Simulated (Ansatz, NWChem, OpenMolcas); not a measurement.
# CH6Sn (SMILES [CH3][SnH3]): methods side by side

CH6Sn has 8 atoms, charge 0, and is taken as a singlet. SMILES: `[CH3][SnH3]`. Geometry: relaxed at PBE0-D4/def2-TZVP.

```xyz
8

C     1.0945    0.3674   -0.1106
Sn   -0.9194   -0.3291    0.0821
H     1.3005    0.6277   -1.1488
H     1.7893   -0.4112    0.2040
H     1.2446    1.2492    0.5123
H    -2.0120    0.8868   -0.4175
H    -1.1567   -1.7164   -0.8878
H    -1.2487   -0.7315    1.7104
```

Each level gives the HOMO–LUMO gap (eV). The values are calculated.

| level | kind | program | value (eV) |
| --- | --- | --- | --- |
| SVWN5/def2-SVP (core potential) | LDA | Ansatz | 7.15 |
| BLYP/def2-SVP (core potential) | GGA | Ansatz | 7.07 |
| PBE/def2-SVP (core potential) | GGA | NWChem | 7.19 |
| TPSS/def2-SVP (core potential) | meta-GGA | OpenMolcas | 7.48 |
| B3LYP/def2-SVP (core potential) | global hybrid | OpenMolcas | 8.67 |
| CAM-B3LYP/def2-SVP (core potential) | range-separated hybrid | Ansatz | 11.36 |
| wB97M-V/def2-SVP (core potential) | range-separated hybrid | Ansatz | 12.95 |
| wB97X/def2-SVP (core potential) | range-separated hybrid | Ansatz | 13.42 |

The values span 7.07 to 13.42 eV. Orbital gaps aren't excitation energies; they tend to grow with the share of exact exchange.
